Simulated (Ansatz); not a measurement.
`FB(F)[Si](F)(F)F`. Charge 0, multiplicity 1.

```xyz
7

F    -1.698    0.862   -1.108
B    -1.137    0.410   -0.011
F    -1.850    0.412    1.091
Si    0.772   -0.276    0.000
F     1.661    0.563    0.994
F     0.821   -1.783    0.462
F     1.429   -0.188   -1.429
```

What are the harmonic wavenumbers in cm⁻¹ at PBE0-D4/def2-TZVP (Ansatz, finite differences of forces, unscaled)? (An estimate is asked.)

Computed: 2, 111, 134, 251, 263, 303, 349, 453, 560, 622, 865, 980, 986, 1285, 1418.
